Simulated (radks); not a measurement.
The numbers below are computed, except where a source is named.
Kinetic energies: the exact non-interacting value of the Kohn-Sham orbitals and orbital-free approximations, as 100 (|E| - |E exact|)/|E exact|, negative where the magnitude is too small. Species: Au [Xe] 4f14 5d10 6s1; Ru3+ [Kr] 4d5. Level of theory: non-relativistic Kohn-Sham, exchange-only PBE, spin-polarised, spherical densities, point nucleus (a radial shooting solver on a logarithmic mesh with Libxc functionals). Every spin shell is full or empty, so the densities are truly spherical. Functionals are evaluated on that one density, not self-consistently.

functional,Au,Ru3+
exact (hartree),17864.3,4439.15
Thomas-Fermi,-4.65,-5.49
TF + vW,+30.91,+37.91
TF + vW/5,+2.47,+3.19
LC94,+0.01,+0.08
APBEK,+0.04,+0.14
Perdew 92,-0.69,-0.66
LKT,+15.98,+20.21
PG1,+12.45,+15.92
DePristo-Kress,-0.21,-0.06
Ernzerhof,-0.48,-0.37
